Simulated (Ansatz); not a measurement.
CH$_{3}$BiF$_{2}$ (SMILES [CH3][Bi]([F])[F]), singlet, at a GFN2-xTB geometry (such geometries of metal compounds can be far from the true shape) (core potentials on Bi); Ansatz (an electronic-structure program) with CAM-B3LYP/def2-TZVP.

The Ansatz input:
Ansatz 0.2 input:
```yaml
crystal:
  periodic: [false, false, false]
  atoms:
    - {symbol: Bi, position_ang: [0.00830844, 0.04015528, 0.29529297]}
    - {symbol: F, position_ang: [1.60226911, 0.56846751, -0.90644077]}
    - {symbol: F, position_ang: [-1.39122416, 0.99841917, -0.88205754]}
    - {symbol: C, position_ang: [-0.27297823, -1.84055421, -0.86903010]}
    - {symbol: H, position_ang: [-1.27925522, -2.20904395, -0.73342431]}
    - {symbol: H, position_ang: [0.44325089, -2.58714524, -0.55787216]}
    - {symbol: H, position_ang: [-0.11513140, -1.59535378, -1.90735466]}
basis:
  gaussian:
    orbitals: def2-TZVP
hamiltonian:
  xc: cam_b3lyp
```

What the program printed (banner, timings and long lists left out):

```
Functional definition: CAM-B3LYP
1029 factors; their error is unknown
280 factors; integrals over basis functions are off by at most 1.1e-5 eV
mean field evaluation 1: about -12352.1711 eV, gradient 7.3e1 eV
mean field evaluation 2: about -12339.3180 eV, gradient 1.2e2 eV
mean field evaluation 4: about -12362.0017 eV, gradient 5.4e0 eV
mean field evaluation 8: about -12362.0561 eV, gradient 6.3e-2 eV
mean field evaluation 16: about -12362.1208 eV, gradient 2.2e-4 eV
mean field -12362.12075167 eV, -454.2995582774 hartree, gradient 5.4e-5 eV, S^2 0.000000; 0 other end points of the search recorded, 0 dependent functions left out
reference -12362.12086389 eV, -454.2995624013 hartree; 25, 25 occupied and 136, 136 virtual orbitals, 1029 factors
Total energy: -12362.12086389 eV, -454.2995624013 hartree
```
